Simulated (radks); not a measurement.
Values are calculated unless marked as measured or tabulated.
Fractional charge and spin in the 4d shell of rhodium: the spin-up occupation runs from 3 to 4 and the spin-down occupation from 3 to 4; the fullest corner is Rh, [Kr] 5s(up 0.5, down 0.5) 4d(up 4, down 4). Code: a radial shooting solver on a logarithmic mesh with Libxc functionals. Model: scalar-relativistic Kohn-Sham, PBE, spin-polarised, spherical densities, point nucleus. Energy (eV) above the fullest corner. The planes named below are the two flat planes that join the four corners, with an edge along up + down = one added electron.

| down \ up | 3 | 3.25 | 3.5 | 3.75 | 4 |
|---|---|---|---|---|---|
| 3 | 34.021 | 27.083 | 20.942 | 15.573 | 10.953 |
| 3.25 | 27.083 | 20.988 | 15.663 | 11.083 | 7.223 |
| 3.5 | 20.942 | 15.663 | 11.127 | 7.308 | 4.176 |
| 3.75 | 15.573 | 11.083 | 7.308 | 4.217 | 1.780 |
| 4 | 10.953 | 7.223 | 4.176 | 1.780 | 0.000 |

Corners above the fullest one (they belong to Rh+ and the next ion): (up 4, down 3) 10.953 eV, (up 3, down 4) 10.953 eV, (up 3, down 3) 34.021 eV. With half an added electron in each spin the energy lies 0.174 eV from the planes, and with half an added electron in spin up alone -1.545 eV. The planes are only a guide here: the flat-plane condition holds for ground states with one frontier orbital, while this shell lies below other occupied shells, so the corners above the fullest one are inner-hole states and not the ground states of those ions.
